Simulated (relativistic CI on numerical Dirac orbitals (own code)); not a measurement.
# d3 in a ligand field

Computed with a parametric ligand-field model of a d^n configuration (Racah B and C, spin-orbit zeta, crystal field), exact diagonalisation.

Field parameters in Wybourne normalisation: D3d B²₀ = −7Dσ, B⁴₀ = −14Dq − 21Dτ, B⁴₃ = −14√(10/7) Dq; D4h B²₀ = −7Ds, B⁴₀ = 21(Dq − Dt), B⁴₄ = 21√(5/14) Dq; Oh B⁴₀ = 21Dq, B⁴₄ = √(5/14) B⁴₀. The field is a parameter set, without covalency.

**Question.** Ground term and bands for B = 730, C = 2650, ζ = 0 cm⁻¹, D4h, 10Dq = 27900, Ds = 3000, Dt = -580 cm⁻¹?

**Answer.** Ground term 4B1 with 0.00 electrons in the two orbitals of the cubic e set. Spin-allowed: 4A2 27139 cm⁻¹ (368 nm), 4B2 27900 cm⁻¹ (358 nm), 4E 31848 cm⁻¹ (314 nm), 4E 46153 cm⁻¹ (217 nm). Lowest spin-forbidden: 2E 5790 cm⁻¹ (1727 nm), 2A1 13369 cm⁻¹ (748 nm), 2B1 13705 cm⁻¹ (730 nm).

**Question.** Ground term and bands for B = 550, C = 2180, ζ = 0 cm⁻¹, Oh, 10Dq = 19850 cm⁻¹?

**Answer.** Ground term 4A2 with 0.00 electrons in the two orbitals of the cubic e set. Spin-allowed: 4T2 19850 cm⁻¹ (504 nm), 4T1 25752 cm⁻¹ (388 nm), 4T1 42048 cm⁻¹ (238 nm). Lowest spin-forbidden: 2E 10740 cm⁻¹ (931 nm), 2T1 11189 cm⁻¹ (894 nm), 2T2 16826 cm⁻¹ (594 nm). With an A2 ground term the first spin-allowed band lies at |10Dq| itself.

**Question.** Ground term and bands for B = 1010, C = 4890, ζ = 0 cm⁻¹, D4h, 10Dq = 21350, Ds = 900, Dt = -240 cm⁻¹?

**Answer.** Ground term 4B1 with 0.00 electrons in the two orbitals of the cubic e set. Spin-allowed: 4B2 21350 cm⁻¹ (468 nm), 4E 23359 cm⁻¹ (428 nm), 4A2 29381 cm⁻¹ (340 nm), 4E 34079 cm⁻¹ (293 nm). Lowest spin-forbidden: 2E 21821 cm⁻¹ (458 nm), 2A1 21957 cm⁻¹ (455 nm), 2B1 22144 cm⁻¹ (452 nm).

**Question.** Ground term and bands for B = 400, C = 1490, ζ = 0 cm⁻¹, D4h, 10Dq = 16900, Ds = -1500, Dt = 660 cm⁻¹?

**Answer.** Ground term 4B1 with 0.00 electrons in the two orbitals of the cubic e set. Spin-allowed: 4E 10738 cm⁻¹ (931 nm), 4E 14593 cm⁻¹ (685 nm), 4B2 16900 cm⁻¹ (592 nm), 4A2 20589 cm⁻¹ (486 nm). Lowest spin-forbidden: 2E 1974 cm⁻¹, 2B1 7161 cm⁻¹ (1397 nm), 2A1 7552 cm⁻¹ (1324 nm).

**Question.** Ground term and bands for B = 650, C = 2990, ζ = 0 cm⁻¹, D3d, 10Dq = 19350, Dσ = -1200, Dτ = 110 cm⁻¹?

**Answer.** Ground term 4A2 with 0.01 electrons in the two orbitals of the cubic e set. Spin-allowed: 4E 19279 cm⁻¹ (519 nm), 4A1 21009 cm⁻¹ (476 nm), 4A2 26513 cm⁻¹ (377 nm), 4E 27096 cm⁻¹ (369 nm). Lowest spin-forbidden: 2E 13517 cm⁻¹ (740 nm), 2E 14023 cm⁻¹ (713 nm), 2A2 14808 cm⁻¹ (675 nm).
